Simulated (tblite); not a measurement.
C5H12N2Si.
Z-matrix (Å and degrees, GFN2-xTB geometry), rows numbered from 1:
```
C 
C   1  1.3193
C   2  1.4979  1  124.50
N   3  1.4558  2  111.14  1  -122.32
Si  4  1.7415  3  121.38  2    80.60
N   4  1.3468  3  111.22  2   -90.65
C   6  1.2631  4  122.77  3   171.29
C   7  1.4891  6  119.77  4   178.22
H   1  1.0769  2  122.16  3   179.16
H   1  1.0782  2  121.64  3    -1.65
H   2  1.0820  1  121.04  3  -177.94
H   3  1.0913  2  110.49  1    -0.77
H   3  1.0946  2  109.60  1   119.68
H   5  1.4652  4  108.18  3   132.54
H   5  1.4571  4  104.41  3    13.91
H   5  1.4673  4  111.90  3  -105.85
H   7  1.0948  6  123.30  4    -1.37
H   8  1.0902  7  110.29  6  -118.73
H   8  1.0898  7  110.21  6   122.37
H   8  1.0861  7  109.86  6     1.75
```

Level: GFN2-xTB in tblite, geometry and Hessian alike; calculated harmonic values, unscaled, isolated species. Against measured fundamentals such values can be off by several per cent, at times by over 20. Modes of hydrogen on silicon can be 10 to 20 % off. One conformer, not necessarily the lowest.

Harmonic wavenumbers (cm⁻¹): 28.9, 53.9, 89.9, 116.5, 139.8, 158.6, 208.6, 267.7, 285.8, 364.3, 377.3, 420.0, 519.8, 561.7, 592.8, 656.5, 723.3, 768.8, 796.0, 809.8, 850.4, 894.8, 908.8, 947.0, 988.4, 1023.3, 1029.6, 1084.2, 1125.5, 1166.1, 1172.4, 1262.9, 1280.5, 1308.6, 1309.5, 1392.5, 1413.9, 1440.5, 1469.3, 1473.6, 1715.6, 1722.6, 2219.6, 2244.6, 2313.6, 2883.7, 2943.9, 2972.4, 2990.0, 3006.1, 3058.0, 3063.8, 3094.4, 3121.2.

A = 2474, B = 998.6, C = 780.6 MHz; mass 128.077 u (most abundant isotopes); point group C1, symmetry number 1.

Task: Zero-point energy?

Result: ½Σν̃ = 34416 cm⁻¹ = 411.70 kJ/mol.

Task: Give the ideal-gas entropy at 350 K and 1 bar in the rigid-rotor, harmonic-oscillator model (classical rotation).

Result: Translation 172.71, rotation 125.43, vibration 171.28: S = 469.4 J/(mol K).

Task: And Cp and H(350 K) − H(0)?

Result: Cp = 196.99 J/(mol K), of which vibrations give 163.73 (their classical limit is 54 R = 449.0); H(350 K) − H(0) = 41.60 kJ/mol without the zero-point energy, 29.95 from vibrations.

Task: Which modes carry the vibrational entropy at 350 K?

Result: 28.9 cm⁻¹: 26.03; 53.9 cm⁻¹: 20.86; 89.9 cm⁻¹: 16.64; 116.5 cm⁻¹: 14.51; 139.8 cm⁻¹: 13.03; 158.6 cm⁻¹: 12.02 J/(mol K); the other 48 give 68.18 together.

Task: How do the functions run with temperature in this model?

Result: 
| T (K) | S (J/(mol K)) | Cp (J/(mol K)) | H − H(0) (kJ/mol) | G − H(0) (kJ/mol) | ln q(vib) |
| --- | --- | --- | --- | --- | --- |
| 100 | 305.3 | 87.7 | 6.07 | -24.46 | 2.58 |
| 200 | 379.4 | 130.7 | 17.00 | -58.88 | 5.79 |
| 300 | 440.8 | 175.2 | 32.29 | -99.94 | 8.83 |
| 500 | 549.6 | 253.9 | 75.59 | -199.23 | 14.64 |
| 800 | 687.2 | 331.0 | 164.32 | -385.47 | 22.79 |
| 1000 | 764.9 | 364.8 | 234.08 | -530.85 | 27.79 |

q(vib) and H(0) count from the zero-point level.

Task: Blend soft modes into free rotors: weight 1/[1 + (100 cm⁻¹/ν̃)⁴] for the oscillator and the rest for a rotor with moment μB/(μ + B), μ = h/(8π²ν), B = 10⁻⁴⁴ kg m². What vibrational entropy results?

Result: 154.26 J/(mol K) in place of 171.28, which changes −T·S at 350 K by +5.96 kJ/mol.

Hindered rotation and anharmonicity are outside this model. Other conformers, if any are populated, would add a mixing term that is left out. The structure is chiral; the term R ln 2 for an equal mix with its mirror image is left out.
